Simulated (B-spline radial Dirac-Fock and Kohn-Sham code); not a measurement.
# Free-atom binding energies and absorption edges of Kr

The computed values come from an atomic code on a B-spline grid: Dirac-Fock ΔSCF + Breit + QED. Electron correlation is not included.

Two models are given for 1s2 2s2 2p6 3s2 3p6 3d10 4s2 4p6. In the first the electron is removed to infinity. In the second it is placed in the 5s shell, so that the atom stays neutral; this mimics a hole screened by valence charge, or the onset of absorption below the ionisation limit. The tabulated edges (Elam, Ravel and Sieber, Radiat. Phys. Chem. 63, 121 (2002)) refer to the element in its standard state, here a gas, where tables give ionisation thresholds or, for molecules, levels shifted by bonding.

```tsv
level	ionised (eV)	screened (eV)	tabulated (eV)	ionised − table	screened − table
1s	14326.1	14322.4	14326.0	+0.1	-3.6
2s	1930.7	1927.0	1921.0	+9.7	+6.0
2p1/2	1732.2	1728.5	1730.9	+1.3	-2.4
2p3/2	1679.3	1675.6	1678.4	+0.9	-2.8
3s	295.9	292.1	292.8	+3.1	-0.7
3p1/2	225.0	221.3	222.2	+2.8	-0.9
3p3/2	217.0	213.3	214.4	+2.6	-1.1
3d3/2	93.42	89.67	95.00	-1.6	-5.3
3d5/2	92.18	88.43	93.80	-1.6	-5.4
```

The ionised model lies closer: the mean absolute deviations are 2.7 eV (ionised) and 3.1 eV (screened). Screening lowers the levels by 3.8 eV on average.
